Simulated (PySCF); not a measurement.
**Telling isomers of C3H7N2PSi apart by NMR**

All values are calculated (PySCF 2.14.0 with density-fitted response routines): PBE0/pcSseg-1 with gauge-including orbitals, GFN2-xTB structure. No solvent, one averaged value for each set of equivalent atoms, single conformer, non-relativistic Hamiltonian.

Scale: $^{1}$H and $^{13}$C against TMS (reference shieldings calculated alike). Splittings of carbon signals by F and P are missing where no couplings were computed. Where no couplings were computed, multiplicities follow the n + 1 count of equivalent neighbours, and m marks all less simple cases (inequivalent or close neighbours, rings, F or P nearby). Shifts are as computed. Against solution values, carbons near 30 ppm lie about +3 ppm off and those near 130 ppm about +5 ppm. Of 1309 compounds with measured shifts, 239 miss one by over three times the rms of a fit or turn the order of signals round; such compounds aren't used in these exercises. OH and NH positions are gas-phase values without hydrogen bonding to other molecules.

(1) Tabulate the signals of `C#C[Si@@](N)(P)N=C`, `Cc1nn([SiH3])cp1`, `Cn1cpc([SiH3])n1` and their relative energies.

(2) What is the quickest way to tell C#C[Si@@](N)(P)N=C from Cc1nn([SiH3])cp1?

(3) What is the quickest way to tell Cc1nn([SiH3])cp1 from Cn1cpc([SiH3])n1?

(4) What is the quickest way to tell C#C[Si@@](N)(P)N=C from Cn1cpc([SiH3])n1?

Results:

(1) 
```tsv
SMILES	carbon types	δC	δH	E rel. (kcal/mol)
C#C[Si@@](N)(P)N=C	1×C 1×CH 1×CH2	175.0, 102.6, 88.9	8.82 (m, 1H), 8.76 (m, 1H), 2.07 (s, 1H), 1.21 (m, 2H), 0.85 (br s, 2H)	18.9
Cc1nn([SiH3])cp1	1×C 1×CH 1×CH3	184.9, 175.2, 20.9	8.91 (m, 1H), 5.18 (s, 3H), 2.94 (m, 3H)	0.0
Cn1cpc([SiH3])n1	1×C 1×CH 1×CH3	172.8, 165.2, 41.6	8.84 (m, 1H), 4.71 (m, 3H), 4.32 (s, 3H)	12.2
```

Energies are electronic energies at PBE0/pcSseg-1 on these geometries, without zero-point or thermal terms, each for the one conformer computed, which needn't be the lowest.

(2) Both give the same number of carbon signals, but DEPT or the intensities differ. The first has a C=N carbon (CH2) at 175.0 ppm, the second a substituted aromatic carbon next to a ring nitrogen (C) at 184.9 ppm.

(3) Both give the same number of carbon signals, with the same numbers of each carbon type, so the positions decide. The first has a methyl carbon on an aromatic ring (CH3) at 20.9 ppm, the second a methyl carbon bonded to N (CH3) at 41.6 ppm. Their most deshielded carbons lie at 184.9 and 172.8 ppm.

(4) Both give the same number of carbon signals, but DEPT or the intensities differ. The first has a C=N carbon (CH2) at 175.0 ppm, the second a substituted aromatic carbon next to a ring nitrogen (C) at 172.8 ppm.
